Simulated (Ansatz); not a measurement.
Ansatz (a program for electronic structure) input:

Ansatz 0.2 input:
```yaml
crystal:
  periodic: [false, false, false]
  atoms:
    - {symbol: Mg, position_ang: [0.00044284, 0.00155158, 0.00008705]}
    - {symbol: O, position_ang: [-0.16881874, -0.05431306, 1.76260046]}
    - {symbol: O, position_ang: [0.16692240, 0.04766886, -1.76297324]}
    - {symbol: H, position_ang: [0.14554465, -0.17160218, 2.65193648]}
    - {symbol: H, position_ang: [-0.13568805, 0.20613678, -2.64999887]}
basis:
  gaussian:
    orbitals: def2-SVPD
magnetization: {spin_polarized: false}
correlation: {method: ccsd_t, electrons: outside_noble_gas}
output: {forces: true}
```

### Question
What final total energy does it print?

### Answer
-350.86813 Eh (CCSD(T)/def2-SVPD). The basis has 83 functions.
